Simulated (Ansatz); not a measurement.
Consider the hydrogenolysis of the Si–F bond: `C[Si](C)(F)P` + H₂ → `C[SiH](C)P` + H–F.

Gas-phase electronic energies from Ansatz, PBE0-D4/def2-TZVP geometries. CCSD(T)/CBS is the MP2 limit (def2-TZVPP, def2-QZVPP) plus CCSD(T) − MP2 in def2-TZVPP, frozen cores. This one scheme is used for every species. Functionals use def2-TZVPP. B3LYP here is the variant with VWN-RPA as its local correlation; programs differ in this. One conformer a species, not always the lowest.

`C[Si](C)(F)P`:

Z-matrix (Å, degrees):
```
C
Si 1 1.859
H 1 1.093 2 110.5
H 1 1.092 2 111.2 3 -120.0
H 1 1.093 2 110.6 3 119.8
C 2 1.859 1 112.5 3 -58.6
F 2 1.611 1 107.4 3 59.4
P 2 2.252 1 109.4 3 179.5
H 6 1.092 2 111.2 1 178.7
H 6 1.093 2 110.6 1 -61.2
H 6 1.093 2 110.5 1 58.7
H 8 1.421 2 93.4 1 -71.1
H 8 1.421 2 93.4 1 -165.0
```

H₂:

Cartesian coordinates in Å:
```
H 0.206 0.057 -0.305
H -0.206 -0.057 0.305
```

`C[SiH](C)P`:

```xyz
13

C     0.332   -1.443    1.040
Si   -0.543   -0.052    0.142
C     0.423    1.546    0.279
P    -0.894   -0.707   -1.993
H    -0.244   -2.370    0.985
H     1.317   -1.631    0.605
H     0.472   -1.193    2.095
H    -1.900    0.143    0.731
H     0.548    1.834    1.327
H     1.416    1.437   -0.164
H    -0.090    2.359   -0.238
H    -1.297    0.584   -2.431
H     0.460   -0.508   -2.379
```

H–F:

Cartesian coordinates in Å:
```
F 0.033 -0.387 -0.247
H -0.033 0.387 0.247
```

```tsv
level	ΔE (kJ/mol)
LDA (SPW92)	122.7
PBE-D4	120.8
B97M-V	133.9
PBE0	117.3
B3LYP	126.7
CAM-B3LYP	130.6
CCSD/def2-SVP	111.1
CCSD(T)/def2-SVP	112.2
```

(1) What does CCSD(T)/CBS give? (Best estimate.)

Largest T1 diagnostic among the species: 0.012.

Results:

(1) The calculation gave: +124.0 kJ/mol. The listed levels differ from it by -1.3, -3.2, 9.9, -6.7, 2.7, 6.6, -12.9, -11.8 kJ/mol.

At CCSD(T), def2-SVP lies −11.8 kJ/mol from the extrapolated value and def2-TZVPP −1.8 kJ/mol. Leaving LDA and LC-ωPBE aside and taking each functional with its dispersion term where it has one, the values, not all of them listed here, spread over 16.1 kJ/mol, from HSE06-D4 to r2SCAN-D4. LDA lies +3.4 kJ/mol from PBE without D4.

CCSD(T)/CBS has its own doubt, a few kJ/mol and more with outer-core shells, so smaller differences from it don't rank the levels.
